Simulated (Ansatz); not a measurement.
Ansatz (a first-principles code) input (PBE/STO-3G):

Ansatz 0.2 input:
```yaml
crystal:
  periodic: [false, false, false]
  atoms:
    - {symbol: C, position_ang: [1.61440100, 1.13498500, 0.19390100]}
    - {symbol: C, position_ang: [0.52885900, 0.34092100, 0.18506100]}
    - {symbol: C, position_ang: [-0.49906400, -0.32674900, -0.15482200]}
    - {symbol: O, position_ang: [-1.48709800, -1.00911300, -0.32174300]}
    - {symbol: H, position_ang: [2.03161100, 1.17796000, 1.22910300]}
basis:
  gaussian:
    orbitals: STO-3G
hamiltonian:
  xc: {name: PBE}
total_charge: -1
output: {forces: true}
```

Output:

```
Functional definition: PBE
integrals: 0.01 GiB planned
292 factors; integrals over basis functions are off by at most 2.9e-5 eV
mean field: 0.05 GiB planned
mean field evaluation 1: about -5086.5380 eV, gradient 4.3e1 eV
mean field evaluation 2: about -5016.0228 eV, gradient 1.1e2 eV
mean field evaluation 4: about -5091.5943 eV, gradient 2.9e1 eV
mean field evaluation 8: about -5093.7230 eV, gradient 2.4e-1 eV
mean field evaluation 16: about -5093.6235 eV, gradient 8.6e-5 eV
mean field -5093.62345986 eV, -187.1872095680 hartree, gradient 3.1e-5 eV, S^2 0.000000; 3 other end points of the search recorded, 0 dependent functions left out
the calculation of the forces begins
reference -5093.62347149 eV, -187.1872099954 hartree; 14, 14 occupied and 7, 7 virtual orbitals, 292 factors
Total energy: -5093.62347149 eV, -187.1872099954 hartree
Atom 0 at     1.614401     1.134985     0.193901 Å, force     0.384531     0.674483    -1.544124 eV/Å
Atom 1 at     0.528859     0.340921     0.185061 Å, force     0.633547     0.208062     1.010052 eV/Å
Atom 2 at    -0.499064    -0.326749    -0.154822 Å, force     3.164784     2.316420     0.020230 eV/Å
Atom 3 at    -1.487098    -1.009113    -0.321743 Å, force    -4.535203    -3.144928    -0.715852 eV/Å
Atom 4 at     2.031611     1.177960     1.229103 Å, force     0.352341    -0.054037     1.229695 eV/Å
Dipole moment:    -0.469422    -0.367057     0.089356 e Å
```

The dipole moment of an ion depends on the origin.

The geometry given is a B3LYP-D3(BJ)/def2-TZVP minimum.
